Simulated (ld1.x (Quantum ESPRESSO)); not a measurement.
What one change does to a pseudopotential (tin, TM semilocal)

| Property | Result |
| --- | --- |
| Element | tin (Sn) |
| Generator | ld1.x (Quantum ESPRESSO) 7.5 |
| Type | norm-conserving Troullier–Martins (semilocal form) |
| Functional | PBEsol |
| Relativity | scalar-relativistic |
| Frozen core | [Kr] 4d10 |
| Valence charge | 4 |
| Reference configuration | 5s2 5p0 (charge +2) |
| Partial waves | 5s (bound): rc 1.70 bohr; 5p (bound, empty): rc 1.80 bohr |
| Local potential | the p channel |
| Core correction | none |

All-electron outer shells of the reference configuration (PBEsol, scalar-relativistic, ld1.x):

| shell | level (eV) | outermost node (bohr) | outermost maximum (bohr) |
| --- | --- | --- | --- |
| 5s | -26.16 | 0.98 | 1.94 |
| 5p | -17.79 | 1.08 | 2.31 |

Change: all radii scaled by about 1.15 (s 1.96, p 2.06 bohr).

Cutoffs: the cutoffs (Ry, on a coarse ladder) from which the occupation-weighted sum of valence levels, in a spherical-Bessel basis at the reference potential, stays within 10 and 1 mRy of its value at 400 Ry; they do not see the model core or the augmentation charge, which bear on the density cutoff. Errors are all-electron minus pseudo energies relative to the spin-unpolarised reference configuration.

Predict the effect on cutoff, ghosts and configuration errors.

The potential gets softer (25 Ry and 55 Ry → 21 Ry and 35 Ry); of the 7 tests that both files solve, the error grows in 0 and shrinks in 1 by more than 15 % and 0.3 meV (median size 62.8 → 55.7 meV); neither file shows a bound ghost. A larger radius leaves more room for a smooth pseudo-wave, so fewer plane waves are needed. A semilocal file is local in each channel, so a ghost entry of none says nothing of the separable form that plane-wave codes build from it.

| quantity | base | changed |
| --- | --- | --- |
| cutoff, loose | 25 Ry | 21 Ry |
| cutoff, tight | 55 Ry | 35 Ry |
| bound ghosts | none | none |
| error for 5s2 5p2, meV [ΔE -20.87 eV] | +61 | +56 |
| error for 5s2 5p1, meV [ΔE -13.97 eV] | +26 | +25 |
| error for 5s1 5p0, meV [ΔE 31.01 eV] | +92 | +94 |
| error for 5s2 5p2.3, meV [ΔE -21.72 eV] | +70 | +64 |
| error for 5s0 5p4, meV [ΔE -6.62 eV] | +163 | +130 |
| error for 5s2 5p1.5, meV [ΔE -18.24 eV] | +43 | +40 |
| error for 5s1 5p2, meV [ΔE -6.28 eV] | +63 | +54 |
